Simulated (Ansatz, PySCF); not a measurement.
Gas-phase reaction in SMILES: [Cl][Ca][Cl] -> [Cl][Ca][Cl] as doublet, charge -1 (an electron is taken up)
Structures are relaxed separately at B3LYP-D3(BJ)/def2-TZVP in Ansatz (a program for electronic structure). A spin state is the lowest found, not a proven ground state.

Wanted: adiabatic electron affinity (electronic energy difference), positive where the reaction releases energy, in eV. Cores are frozen in the correlated levels unless marked. Open shells are spin-unrestricted. Spin-orbit coupling is left out. The frozen core is the preceding noble-gas configuration, with the filled d and f shells of earlier blocks. The outer core of K, Ca and their heavier congeners is not correlated, a term that matters for these elements. Non-relativistic. Anions need diffuse functions: def2-D sets add few; the other sets have none. 

```tsv
level	program	adiabatic electron affinity (eV)
HF-D3(BJ)/def2-TZVPD	PySCF + dftd3	0.85
HF-D4/def2-TZVPD	PySCF + dftd4	0.88
PBE/def2-TZVPD	Ansatz	1.11
M06-L/def2-TZVPD	PySCF	0.60
PBE0/def2-SVP	Ansatz	0.83
PBE0-D3(BJ)/def2-TZVP	Ansatz + dftd3	1.06
PBE0-D3(BJ)/def2-TZVPD	Ansatz + dftd3	1.09
PBE0-D4/def2-TZVP	Ansatz + dftd4	1.07
TPSSh-D4/def2-TZVPD	PySCF + dftd4	0.99
PW6B95-D3(BJ)/def2-TZVPD	PySCF + dftd3	1.04
PW6B95/def2-TZVPD	PySCF	1.04
LC-wPBE-D4/def2-TZVPD	Ansatz + dftd4	1.06
RPA@PBE/def2-QZVPP	Ansatz	1.39
MP2/6-31G	Ansatz	0.91
```
